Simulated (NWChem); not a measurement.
System: BHICl; SMILES B(I)Cl

NWChem input:

```
start job
memory heap 200 mb stack 900 mb global 1100 mb
geometry units angstroms noautosym nocenter noautoz
  B     -0.778725    -1.033851     0.000000
  Cl     0.224520    -2.458879     0.000000
  H     -1.982323    -1.141436     0.000000
  I      0.054147     0.925166     0.000000
end
basis spherical
  * library def2-svpd
end
ecp
  I library def2-ecp
end
dft
  xc bhlyp
  iterations 150
end
property
  response 1 0.0
end
task dft property
```

Output (shortened):

```
             Northwest Computational Chemistry Package (NWChem) 7.3.0
             --------------------------------------------------------

                             Geometry "geometry" -> ""
                             -------------------------

 Output coordinates in angstroms (scale by  1.889725989 to convert to a.u.)

  No.       Tag          Charge          X              Y              Z
 ---- ---------------- ---------- -------------- -------------- --------------
    1 B                    5.0000    -0.77872500    -1.03385100     0.00000000
    2 Cl                  17.0000     0.22452000    -2.45887900     0.00000000
    3 H                    1.0000    -1.98232300    -1.14143600     0.00000000
    4 I                   53.0000     0.05414700     0.92516600     0.00000000

 Effective nuclear repulsion energy (a.u.)     247.7572711313

                                 NWChem DFT Module
                                 -----------------

 Summary of "ao basis" -> "ao basis" (spherical)
 ------------------------------------------------------------------------------
       Tag                 Description            Shells   Functions and Types
 ---------------- ------------------------------  ------  ---------------------
 B                         def2-svpd                 8       20   4s2p2d
 Cl                        def2-svpd                11       27   5s4p2d
 H                         def2-svpd                 4        8   2s2p
 I                         def2-svpd                13       35   5s5p3d

            General Information
            -------------------
          SCF calculation type: DFT
          Wavefunction type:  closed shell.
          No. of atoms     :     4
          No. of electrons :    48
           Alpha electrons :    24
            Beta electrons :    24
          Charge           :     0
          Spin multiplicity:     1
          Use of symmetry is: off; symmetry adaption is: off
          Maximum number of iterations: 150
          AO basis - number of functions:    90
                     number of shells:    36
          Convergence on energy requested:  1.00D-06
          Convergence on density requested:  1.00D-05
          Convergence on gradient requested:  5.00D-04

              XC Information
              --------------
                        BHLYP Method XC Functional
                     Hartree-Fock (Exact) Exchange  0.500
                        Slater Exchange Functional  0.500 local
                    Becke 1988 Exchange Functional  0.500 non-local
              Lee-Yang-Parr Correlation Functional  1.000

             Grid Information
             ----------------
          Grid used for XC integration:  medium
          Radial quadrature: Mura-Knowles
          Angular quadrature: Lebedev.
          Tag              B.-S. Rad. Rad. Pts. Rad. Cut. Ang. Pts.
          ---              ---------- --------- --------- ---------
          B                   0.85       49          12.0       434
          Cl                  1.00       88          14.0       590
          H                   0.35       45          11.0       434
          I                   1.40      123          13.0       590
          Grid pruning is: on
          Number of quadrature shells:   305
          Spatial weights used:  Erf1

      Superposition of Atomic Density Guess
      -------------------------------------

 Sum of atomic energies:        -831.45967553

      Non-variational initial energy
      ------------------------------

 Total energy =    -781.709915
 1-e energy   =   -1450.965808
 2-e energy   =     535.748043
 HOMO         =      -0.340234
 LUMO         =      -0.007043

   convergence    iter        energy       DeltaE   RMS-Dens  Diis-err
 ---------------- ----- ----------------- --------- --------- ---------
 d= 0,ls=0.0,diis     1   -783.1342371611 -9.17D+02  1.08D-02  2.95D-01
 d= 0,ls=0.0,diis     2   -783.1373410392 -3.10D-03  6.03D-03  3.06D-01
 d= 0,ls=0.0,diis     3   -783.1866673014 -4.93D-02  7.75D-04  3.88D-03
 d= 0,ls=0.0,diis     4   -783.1874097342 -7.42D-04  2.36D-04  1.71D-04
 d= 0,ls=0.0,diis     5   -783.1874366300 -2.69D-05  6.34D-05  1.09D-05
  Resetting Diis
 d= 0,ls=0.0,diis     6   -783.1874391944 -2.56D-06  1.53D-05  6.41D-07
 d= 0,ls=0.0,diis     7   -783.1874393581 -1.64D-07  7.13D-06  8.40D-08

         Total DFT energy =     -783.187439358090
      One electron energy =    -1452.303270875647
           Coulomb energy =      590.444959911044
    Exchange-Corr. energy =      -54.836979317773
 Nuclear repulsion energy =      133.507850924286

 Numeric. integr. density =       47.999994764837

                       DFT Final Molecular Orbital Analysis
                       ------------------------------------

 Vector   22  Occ=2.000000D+00  E=-3.732929D-01
              MO Center= -1.4D-01, -1.2D+00,  3.7D-11, r^2= 4.0D+00
   Bfn.  Coefficient  Atom+Function         Bfn.  Coefficient  Atom+Function
  ----- ------------  ---------------      ----- ------------  ---------------
    32      0.384778  2 Cl px                68      0.326302  4 I  py
    29      0.294722  2 Cl px                33      0.290791  2 Cl py
    71      0.226139  4 I  py                30      0.218170  2 Cl py
    48      0.203649  3 H  s                  5      0.190536  1 B  px
    26      0.166891  2 Cl px                 6      0.147861  1 B  py

 Vector   23  Occ=2.000000D+00  E=-3.380239D-01
              MO Center=  7.4D-03,  6.1D-01, -6.3D-09, r^2= 2.7D+00
   Bfn.  Coefficient  Atom+Function         Bfn.  Coefficient  Atom+Function
  ----- ------------  ---------------      ----- ------------  ---------------
    69      0.587519  4 I  pz                72      0.485613  4 I  pz
    66     -0.235806  4 I  pz                63     -0.191783  4 I  pz
    34     -0.172532  2 Cl pz                31     -0.126922  2 Cl pz
     7     -0.100503  1 B  pz                28     -0.072177  2 Cl pz
    10      0.067145  1 B  pz                37     -0.031190  2 Cl pz

 Vector   24  Occ=2.000000D+00  E=-3.242968D-01
              MO Center=  7.7D-03,  7.9D-01,  1.0D-09, r^2= 2.4D+00
   Bfn.  Coefficient  Atom+Function         Bfn.  Coefficient  Atom+Function
  ----- ------------  ---------------      ----- ------------  ---------------
    67      0.569631  4 I  px                70      0.488327  4 I  px
    64     -0.228076  4 I  px                68     -0.227308  4 I  py
    71     -0.186630  4 I  py                61     -0.185163  4 I  px
    33     -0.116085  2 Cl py                49      0.107800  3 H  s
    65      0.090915  4 I  py                30     -0.085822  2 Cl py

 Vector   25  Occ=0.000000D+00  E=-4.212824D-02
              MO Center= -6.0D-01, -8.7D-01, -8.6D-10, r^2= 3.4D+00
   Bfn.  Coefficient  Atom+Function         Bfn.  Coefficient  Atom+Function
  ----- ------------  ---------------      ----- ------------  ---------------
     7      0.536436  1 B  pz                10     -0.444008  1 B  pz
    34      0.258840  2 Cl pz                72      0.237844  4 I  pz
    69      0.189372  4 I  pz                31      0.162228  2 Cl pz
    87      0.123273  4 I  d -1              19     -0.117200  1 B  d  1
    28      0.089758  2 Cl pz                44     -0.083256  2 Cl d -1

 Vector   26  Occ=0.000000D+00  E= 1.757371D-02
              MO Center=  6.8D-01,  2.0D+00,  9.7D-09, r^2= 9.3D+00
   Bfn.  Coefficient  Atom+Function         Bfn.  Coefficient  Atom+Function
  ----- ------------  ---------------      ----- ------------  ---------------
     4      2.800312  1 B  s                 74      1.186957  4 I  py
    60     -0.813497  4 I  s                 25     -0.798771  2 Cl s
    73      0.599556  4 I  px                 8      0.572240  1 B  px
    49      0.522928  3 H  s                  3     -0.454216  1 B  s
    59     -0.449505  4 I  s                 35      0.396951  2 Cl px

 Vector   27  Occ=0.000000D+00  E= 3.031492D-02
              MO Center= -7.7D-01, -1.2D+00, -4.6D-08, r^2= 1.1D+01
   Bfn.  Coefficient  Atom+Function         Bfn.  Coefficient  Atom+Function
  ----- ------------  ---------------      ----- ------------  ---------------
     4      4.006447  1 B  s                  3     -2.015364  1 B  s
    25     -1.632688  2 Cl s                 49      0.893556  3 H  s
     8      0.820013  1 B  px                36     -0.713615  2 Cl py
    35      0.556765  2 Cl px                59     -0.380059  4 I  s
    60     -0.369598  4 I  s                 53      0.338418  3 H  px

     Multipole analysis of the density
     ---------------------------------

     L   x y z        total         alpha         beta         nuclear
     -   - - -        -----         -----         ----         -------
     0   0 0 0     -0.000000    -24.000000    -24.000000     48.000000

     1   1 0 0     -0.180050      0.576512      0.576512     -1.333075
     1   0 1 0      0.007263     23.608656     23.608656    -47.210049
     1   0 0 1      0.000000      0.000000      0.000000      0.000000

[...]

 DFT Linear Response polarizability / au
 Frequency  =       0.0000000 / au
              X              Y              Z
 -----------------------------------------------
 X      55.8917660      1.4826998     -0.0000001
 Y       1.4826976     82.5364531     -0.0000000
 Z      -0.0000001     -0.0000000     48.7540312
 -----------------------------------------------
 Eigenvalues =      55.8095120     82.6187071     48.7540312
 Isotropic   =      62.3940834
 Anisotropic =      30.9461551
 -----------------------------------------------

 Magnetic Dipole Response Matrix (nonzero elements):

 Exiting AOResponse driver routine
```

Level: BHandHLYP/def2-SVPD with def2 effective core potentials on I. The geometry was optimised at PBE-D3(BJ)/def2-SVP. def2 effective core potentials on I; no spin-orbit coupling.
